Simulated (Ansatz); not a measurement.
Computed with Ansatz on PBE0-D4/def2-TZVP structures; ΔE is electronic, products minus reactants. CCSD(T)/CBS is the MP2 limit (def2-TZVPP, def2-QZVPP) plus CCSD(T) − MP2 in def2-TZVPP, frozen cores. One conformer a species, not always the lowest.

Consider the redistribution: `F[Si@@H](Cl)[Si@@H](F)Cl` + `CC(F)[SiH3]` → `C[C@H](F)[Si@H](F)Cl` + `F[SiH]([SiH3])Cl`.

```json
{"species": "`F[Si@@H](Cl)[Si@@H](F)Cl`", "CCSD/CBS(def2) energy (Eh)": "-1698.69262"}
{"species": "`CC(F)[SiH3]`", "CCSD/CBS(def2) energy (Eh)": "-469.14563"}
{"species": "`C[C@H](F)[Si@H](F)Cl`", "CCSD/CBS(def2) energy (Eh)": "-1027.63186"}
{"species": "`F[SiH]([SiH3])Cl`", "CCSD/CBS(def2) energy (Eh)": "-1140.21436"}
```

Question: Work out ΔE.

Answer: ΔE = (-1027.63186) + (-1140.21436) − (-1698.69262) − (-469.14563) = -0.00797 Eh = -5.0 kcal/mol. CCSD(T)/CBS gives -5.0 kcal/mol.

Largest T1 diagnostic among the species: 0.012.
